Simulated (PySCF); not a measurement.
Isomers of [C6H15P2]+, one conformer each; single-point electronic energies without zero-point terms and without any empirical dispersion term.

All values: PBE0/pcSseg-1 (PySCF, non-relativistic), each on one gas-phase PBE0-D3(BJ)/def2-SVP geometry that isn't relaxed in the solvent. The solvent is an IEF-PCM continuum (cavity from Bondi-type radii × 1.2). Specific hydrogen bonds and non-electrostatic terms are outside this model.

| isomer | relative energy, gas (kcal/mol) |
| --- | --- |
| `C(=C)C[P@+](CC)(P)C` | 0.0 |
| `CC[C@@H]1[C@H](CC)[P@@H+]1P` | 20.8 |

Q: How do the relative energies look in chloroform (ε = 4.711)?

A: 
| isomer | relative energy, solvent (kcal/mol) | E(solvent) − E(gas) (kcal/mol) |
| --- | --- | --- |
| `C(=C)C[P@+](CC)(P)C` | 0.0 | -41.6 |
| `CC[C@@H]1[C@H](CC)[P@@H+]1P` | 20.7 | -41.7 |

The order is unchanged. Conformers: `[CH2:1]=[CH:2][CH2:3][P@@+:4]([CH3:5])([PH2:6])[CH2:7][CH3:8]` (charge +1) with C1–C2–C3–P4 105°, C2–C3–P4–C5 -61°, C3–P4–P6–H 70° and 165°, C3–P4–C7–C8 -63°; `[CH3:1][CH2:2][C@@H:3]1[C@H:4]([CH2:5][CH3:6])[P@@H+:7]1[PH2:8]` (charge +1) with C1–C2–C3–C4 -80°, C3–C4–C5–C6 -156°, C4–P7–P8–H 109° and -156°. The gains span 0.1 kcal/mol, the gas-phase energies 20.8 kcal/mol.
